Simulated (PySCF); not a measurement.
Predicted microwave data (PySCF 2.14.0, PBE0-D3(BJ)/def2-SVP geometry optimisation, gas phase) for one isomer of C2H8Ge:

| Item | Value |
| --- | --- |
| Rotational constants | A = 22391, B = 3537, C = 3307 MHz |
| Dipole components | \|μa\| = 0.76 D, \|μb\| = 0.32 D, \|μc\| = 0.00 D |
| Inertial defect | -12.61 u·Å² |
| κ | -0.98 |

Problem. Which structure is it? (One computed conformer of each.)
A. `[CH3][GeH2][CH3]`
B. `[CH2](C)[GeH3]`

Solution. B. It is [H][Ge]([H])([H])[CH2]C, a near-prolate asymmetric top, point group Cs. The candidates at the same level (rigid rotor, commonest isotopes):

```csv
SMILES,A (MHz),B (MHz),C (MHz),μa (D),μb (D),μc (D),Δ (u·Å²),point group,rotor
[CH3][GeH2][CH3],12474,5518,4233,0.00,0.73,0.00,-12.71,C2v,asymmetric top
[H][Ge]([H])([H])[CH2]C,22391,3537,3307,0.76,0.32,0.00,-12.61,Cs,near-prolate asymmetric top
```

`[CH3][GeH2][CH3]` has B 56 % too high. In the right answer the mirror of this Cs structure is the ab plane, so μc vanishes by symmetry. No structure here is proved a minimum.
